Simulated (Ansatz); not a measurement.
A run for Ansatz (a first-principles code): R-B3LYP/def2-TZVPP on H2Sn (SMILES [SnH2]), atoms moved off the minimum. Elements past Kr take the def2 small-core potentials; no spin–orbit coupling.

Ansatz 0.2 input:
```yaml
crystal:
  periodic: [false, false, false]
  atoms:
    - {symbol: Sn, position_ang: [0.07722636, 0.02191548, 0.05856529]}
    - {symbol: H, position_ang: [-0.24956966, -1.23695350, -1.15054779]}
    - {symbol: H, position_ang: [-0.11658499, 1.26429768, -1.22465128]}
basis:
  gaussian:
    orbitals: def2-TZVPP
hamiltonian:
  xc: {name: B3LYP}
scf: {lower_state_search: off}
output: {forces: true}
```

The log:

```
WARN ansatz: RAYON_NUM_THREADS=2 ignored (pool sized by the plan → 2); use --threads N
Functional definition: B3LYP
these checks for a lower state are left out or cut short: stability, starts, cluster_reference, orbital_swaps, neighbouring_geometries, increment
integrals: 0.01 GiB planned
550 factors; their error is unknown
mean field: 0.19 GiB planned
mean field evaluation 1: about -5864.3135 eV, gradient 1.4e1 eV
mean field evaluation 2: about -5864.5793 eV, gradient 1.2e1 eV
mean field evaluation 4: about -5865.0404 eV, gradient 2.6e-1 eV
mean field evaluation 8: about -5865.1045 eV, gradient 1.7e-2 eV
mean field evaluation 16: about -5865.1045 eV, gradient 1.2e-6 eV
mean field -5865.10447564 eV, -215.5386139690 hartree, gradient 2.0e-6 eV, S^2 0.000000; 0 other end points of the search recorded, 0 dependent functions left out
the calculation of the forces begins
reference -5865.10468470 eV, -215.5386216518 hartree; 12, 12 occupied and 66, 66 virtual orbitals, 550 factors
Total energy: -5865.10468470 eV, -215.5386216518 hartree
Atom 0 at     0.077226     0.021915     0.058565 Å, force    -0.022590     0.149471    -0.150893 eV/Å
Atom 1 at    -0.249570    -1.236954    -1.150548 Å, force    -0.004395    -0.075861     0.000513 eV/Å
Atom 2 at    -0.116585     1.264298    -1.224651 Å, force     0.026984    -0.073611     0.150380 eV/Å
Dipole moment:     0.040538    -0.007318     0.196519 e Å
Checks for a lower state left out: stability, starts, cluster_reference, orbital_swaps, neighbouring_geometries, increment
```

The run converged.

Cost: around 0.6 core-seconds (rough).
